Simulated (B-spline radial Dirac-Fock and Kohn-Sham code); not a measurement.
## Run log: O²⁺

ΔSCF core binding energies without Breit or QED terms, calculated with a radial B-spline solver. Keys: rel is the Hamiltonian (dirac, or spin-free x2c and nr, where L3 and M5 stand for the whole 2p and 3d shells), method is hf or an exchange,correlation pair (spin-unpolarised, also for the hole states), nuc the nuclear model, radius_factor scales its radius, rmax is the box in bohr, h the logarithmic mesh step, order the B-spline order, points the quadrature points per cell, c_factor scales the speed of light, and damp, ndamp, maxit and tol steer the iteration. The run stops when the commutator error falls below 10·tol·max(1, Z/10), or the numerical noise floor, and the energy has settled to about 1e-8 Ha; the virial ratio is −V/T.

Input (task.json):

```json
{"items": [{"Z": 8, "q": 2, "cfg": [[1, 0, 2], [2, 0, 2], [2, 1, 2]], "A": 16, "rrms": 2.6991, "do": "settings", "holes": ["K", "L3", "M5"],
  "settings": [{"rel": "dirac", "method": "hf", "nuc": "fermi", "radius_factor": 1.0, "rmax": 45.0, "h": 0.3, "order": 8, "points": 10, "c_factor": 1.0, "maxit": 60, "damp": 0.0, "ndamp": 3, "tol": 1e-08}]}]}
```

Command: `python xray2_run.py task.json out`

Ground-state iterations:

```
iter   energy (Ha)        error
   1      -71.70134446  3.35e-01
   2      -73.06947260  4.69e-02
   3      -73.10430134  7.36e-03
   4      -73.10498803  7.40e-04
   5      -73.10500213  1.82e-04
   6      -73.10500243  2.57e-05
   7      -73.10500243  2.78e-07
```

The ground state converged in 7 iterations, with total energy -73.10500 Ha, virial ratio 1.99845 and highest orbital energy -54.25 eV. ΔSCF binding energies: K (1s) 595.9 eV. Holes are computed only in closed shells, and unreliable hole states are left out.
